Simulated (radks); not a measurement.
These are the eigenvalues of the occupied orbitals of an atom or ion with whole-number occupations (eV). Calculated with a radial shooting solver on a logarithmic mesh with Libxc functionals: scalar-relativistic Kohn-Sham, PBE, spin-polarised, spherical densities, point nucleus.

orbital  eigenvalue
1s        -80797.10
2s        -14262.36
2p        -12328.87
3s        -3372.725
3p        -2812.030
3d        -2213.741
4s        -738.6783
4p        -554.8677
4d        -334.3552
5s        -116.8783
4f         -89.5817
5p         -68.3440
5d         -15.3283

Which element is it, and in what charge state? The configuration may be excited.

Answer. Z = 79, gold, charge +1: Au+ in [Xe] 4f14 5d(up 5, down 5). The list shows which subshells hold electrons but not how many an open one holds; the 1s level, -2969.2 hartree, gives Z - s = 77.1 by -(Z - s)^2/2, which with screening and relativity narrows Z to a few neighbours, and the depths of the outer levels then fix element, charge and occupations together.
